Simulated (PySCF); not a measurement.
CoF2, SMILES [F][Co+][F] (connectivity only; charge and spin as stated), charge +1, multiplicity 5. Atoms are numbered in the order given.

```xyz
3

Co     0.0000     0.0000     0.0000
F      0.0000     0.0000    -1.6624
F      0.0000     0.0000     1.6624
```
Charge +1, spin multiplicity 5.

The structure is a stationary point at ωB97X-D3(BJ)/def2-TZVP. The multiplicity is an assumed one; other spin states were not compared.

All values below come from PySCF with B3LYP/def2-TZVPD.

Mulliken values depend strongly on the basis, most of all with diffuse functions as here. ESP charges are fitted to the potential on shells at 1.4 to 2.0 van der Waals radii. Atomic charges (e):

```csv
atom,meta-Löwdin,Mulliken,ESP fit,Mulliken spin
Co1,?,1.63,1.35,3.20
F2,?,-0.32,-0.17,0.40
F3,?,-0.32,-0.17,0.40
```

### Question
Complete the blanks. (An estimate is asked for; the answer gives what the named calculation found.)

### Answer

- Co1, meta-Löwdin: 1.82
- F2, meta-Löwdin: -0.41
- F3, meta-Löwdin: -0.41
